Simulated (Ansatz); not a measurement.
```yaml
crystal:
  periodic: [false, false, false]
  atoms:
    - {symbol: N, position_ang: [2.285630, -0.111679, 0.403219]}
    - {symbol: N, position_ang: [-2.795887, 1.358149, 0.732803]}
    - {symbol: N, position_ang: [-0.296575, 2.221204, -0.349100]}
    - {symbol: N, position_ang: [1.267709, -2.660922, -0.254584]}
    - {symbol: O, position_ang: [-0.878336, -0.709422, 0.887351]}
    - {symbol: O, position_ang: [0.592094, -0.463963, -2.073815]}
    - {symbol: Zn, position_ang: [0.316592, 0.201448, -0.320082]}
    - {symbol: H, position_ang: [-0.543739, -0.707368, 1.794401]}
    - {symbol: H, position_ang: [-0.236919, -0.795870, -2.443993]}
    - {symbol: H, position_ang: [2.996049, 0.185924, -0.267417]}
    - {symbol: H, position_ang: [2.221018, -1.157249, 0.338599]}
    - {symbol: H, position_ang: [2.605408, 0.146544, 1.336852]}
    - {symbol: H, position_ang: [-2.246542, 0.478691, 0.877593]}
    - {symbol: H, position_ang: [-3.591010, 1.118296, 0.137379]}
    - {symbol: H, position_ang: [-3.193626, 1.623886, 1.635636]}
    - {symbol: H, position_ang: [-1.283019, 2.158351, 0.008904]}
    - {symbol: H, position_ang: [-0.317663, 2.570973, -1.308644]}
    - {symbol: H, position_ang: [0.205586, 2.910806, 0.211881]}
    - {symbol: H, position_ang: [0.376785, -2.540369, 0.242243]}
    - {symbol: H, position_ang: [1.403214, -3.655375, -0.434562]}
    - {symbol: H, position_ang: [1.113240, -2.172034, -1.154685]}
basis:
  gaussian: {orbitals: def2-SVP}
hamiltonian: {xc: {name: wB97X-V}}
scf: {lower_state_search: off}
output: {forces: true}
```

```sh
$ ansatz run in.yaml --threads 4 --pin off --events-out ev --progress --plain --max-ram 4787MiB
```

Shortened log:

```
Functional definition: wB97X-V
1859 factors; integrals over basis functions are off by at most 1.2e-3 eV
479 factors; integrals over basis functions are off by at most 7.4e-6 eV
mean field evaluation 1: about -58666.5585 eV, gradient 9.2e1 eV
mean field evaluation 2: about -58668.0770 eV, gradient 9.1e1 eV
mean field evaluation 4: about -58682.1153 eV, gradient 2.7e0 eV
mean field evaluation 8: about -58682.4776 eV, gradient 1.3e-1 eV
mean field evaluation 16: about -58682.4777 eV, gradient 1.7e-4 eV
mean field -58682.47765809 eV, -2156.5412775229 hartree, gradient 3.0e-6 eV, S^2 0.000000; 0 other end points of the search recorded, 0 dependent functions left out
reference -58682.47765535 eV, -2156.5412774222 hartree; 44, 44 occupied and 141, 141 virtual orbitals, 1859 factors
Total energy: -58682.47765535 eV, -2156.5412774222 hartree
Atom 0 at     2.285630    -0.111679     0.403219 Å, force    -0.052317    -0.014629    -0.007406 eV/Å
Atom 1 at    -2.795887     1.358149     0.732803 Å, force    -0.045026    -0.050130     0.036355 eV/Å
Atom 2 at    -0.296575     2.221204    -0.349100 Å, force    -0.009218    -0.050055     0.027374 eV/Å
Atom 3 at     1.267709    -2.660922    -0.254584 Å, force    -0.026614    -0.016559    -0.022606 eV/Å
Atom 4 at    -0.878336    -0.709422     0.887351 Å, force     0.136503     0.053658     0.007722 eV/Å
Atom 5 at     0.592094    -0.463963    -2.073815 Å, force    -0.103282     0.018489     0.084248 eV/Å
Atom 6 at     0.316592     0.201448    -0.320082 Å, force    -0.011915    -0.076254    -0.018336 eV/Å
Atom 7 at    -0.543739    -0.707368     1.794401 Å, force    -0.033458    -0.012486    -0.067809 eV/Å
Atom 8 at    -0.236919    -0.795870    -2.443993 Å, force     0.077596     0.027872     0.012430 eV/Å
Atom 9 at     2.996049     0.185924    -0.267417 Å, force    -0.007643    -0.005717    -0.002977 eV/Å
Atom 10 at     2.221018    -1.157249     0.338599 Å, force     0.019189     0.079728     0.010023 eV/Å
Atom 11 at     2.605408     0.146544     1.336852 Å, force    -0.005027    -0.007458    -0.012799 eV/Å
Atom 12 at    -2.246542     0.478691     0.877593 Å, force    -0.039230     0.062931    -0.018391 eV/Å
Atom 13 at    -3.591010     1.118296     0.137379 Å, force     0.018302     0.003889     0.018157 eV/Å
Atom 14 at    -3.193626     1.623886     1.635636 Å, force     0.008957    -0.010219    -0.026515 eV/Å
Atom 15 at    -1.283019     2.158351     0.008904 Å, force     0.081417     0.012370    -0.033024 eV/Å
Atom 16 at    -0.317663     2.570973    -1.308644 Å, force    -0.002646    -0.003751     0.005630 eV/Å
Atom 17 at     0.205586     2.910806     0.211881 Å, force    -0.009039    -0.013618    -0.010466 eV/Å
Atom 18 at     0.376785    -2.540369     0.242243 Å, force    -0.000824     0.001676    -0.007449 eV/Å
Atom 19 at     1.403214    -3.655375    -0.434562 Å, force    -0.009342     0.017512    -0.002519 eV/Å
Atom 20 at     1.113240    -2.172034    -1.154685 Å, force     0.013620    -0.017250     0.028357 eV/Å
Dipole moment:     0.126697     0.705260     0.557684 e Å
Checks for a lower state left out: stability, starts, cluster_reference, orbital_swaps, neighbouring_geometries, increment
```

Run time 9.5 s (4 threads of Arm Neoverse V2 on a shared host), peak host memory 0.62 GiB.
